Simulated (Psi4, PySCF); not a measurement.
BeCl (SMILES [Be+][Cl]), charge +1, singlet, at a GFN2-xTB geometry (such geometries of metal compounds can be far from the true shape). Base run: B3LYP/6-31+G*, TDA run with PySCF.

Here is a job for PySCF.
```python
from pyscf import gto, scf, dft, tdscf

mol = gto.Mole()
mol.atom = '''
    Be   -0.000000   -0.000000   -1.345504
    Cl    0.000000    0.000000    0.316589
'''
mol.basis = '6-31+g*'
mol.charge = 1
mol.spin = 0
mol.verbose = 4
mol.build()

mf = dft.RKS(mol)
mf.xc = 'b3lyp'
mf.kernel()
td = mf.TDA()
td.nstates = 5
td.kernel()
td.analyze()
```

Programs used: Psi4, PySCF; a row that names a program was run with it.

The base run was repeated with changes; each row names its change, and settings that it needs were set with it.

```
change             first excitation (eV)  oscillator strength of the first  second (eV)
-----------------  ---------------------  --------------------------------  -----------
base                                3.86                             0.019         3.86
basis = def2-SVPD                   3.98                             0.018         3.98
states = triplets                   3.66                                 -         3.66
conv_tol = 1e-3                     3.86                             0.019         3.86
nstates = 10                        3.86                             0.019         3.86
functional = hf                     5.44                             0.026         5.44
functional = blyp                   3.39                             0.017         3.39
functional = pbe0                   4.28                             0.021         4.28
nstates = 2                         3.86                             0.019         3.86
code = psi4                         3.86                             0.019         3.86
```

An iterative solver can miss low states, so a row lists the states that it found.
